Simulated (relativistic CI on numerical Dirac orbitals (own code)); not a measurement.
# Radial parameters of Tb³⁹⁺

Calculated at this level of theory: Dirac-Coulomb-Breit CI, orbitals from a KLI potential per configuration, model QED, unscaled Slater integrals (own radial code, finite nucleus).

Slater integrals F^k, G^k are unscaled and averaged over j, outside the closed core [Ne]; ζ comes from projecting the Hamiltonian with its Breit term on Σ l·s of the shell.

- 3s2.3p6.3d8: F^2(3d,3d) = 494050, F^4(3d,3d) = 318400, ζ(3d) = 115510 cm⁻¹; <r>(3d) = 0.2057, <r^2>(3d) = 0.04925 (bohr units).
- 3s2.3p5.3d9: ζ(3p) = 887730, F^2(3p,3d) = 432920, G^1(3p,3d) = 469060, G^3(3p,3d) = 310590, ζ(3d) = 114420 cm⁻¹; <r>(3p) = 0.2287, <r^2>(3p) = 0.06052, <r>(3d) = 0.2061, <r^2>(3d) = 0.04941 (bohr units).
- 3s2.3p4.3d10: F^2(3p,3p) = 430750, ζ(3p) = 887140 cm⁻¹; <r>(3p) = 0.2289, <r^2>(3p) = 0.06064 (bohr units).

**Question.** Give the Racah parameters of the d shell in 3s2.3p6.3d8.

**Answer.** B = F²/49 − 5F⁴/441 = 6473 cm⁻¹ and C = 35F⁴/441 = 25270 cm⁻¹.

Averages of the first 10 configurations, taken without configuration mixing, which lowers the lowest level and can move excited configurations by several eV; other configurations of the list can lie among them:

```json
{"Configuration": "3s2.3p6.3d8", "Parity": "even", "States": "45", "Average energy above the lowest level (eV)": "34.3"}
{"Configuration": "3s2.3p5.3d9", "Parity": "odd", "States": "60", "Average energy above the lowest level (eV)": "420.9"}
{"Configuration": "3s2.3p4.3d10", "Parity": "even", "States": "15", "Average energy above the lowest level (eV)": "814.3"}
{"Configuration": "3s.3p6.3d9", "Parity": "even", "States": "20", "Average energy above the lowest level (eV)": "722.8"}
{"Configuration": "3p6.3d10", "Parity": "even", "States": "1", "Average energy above the lowest level (eV)": "1420.5"}
{"Configuration": "3s.3p5.3d10", "Parity": "odd", "States": "12", "Average energy above the lowest level (eV)": "1107.9"}
{"Configuration": "3s2.3p6.3d7.4s", "Parity": "even", "States": "240", "Average energy above the lowest level (eV)": "1215.9"}
{"Configuration": "3s2.3p6.3d7.4p", "Parity": "odd", "States": "720", "Average energy above the lowest level (eV)": "1328.3"}
{"Configuration": "3s2.3p6.3d7.4d", "Parity": "even", "States": "1200", "Average energy above the lowest level (eV)": "1470.2"}
{"Configuration": "3s2.3p4.3d9.4s", "Parity": "even", "States": "300", "Average energy above the lowest level (eV)": "1980.2"}
```
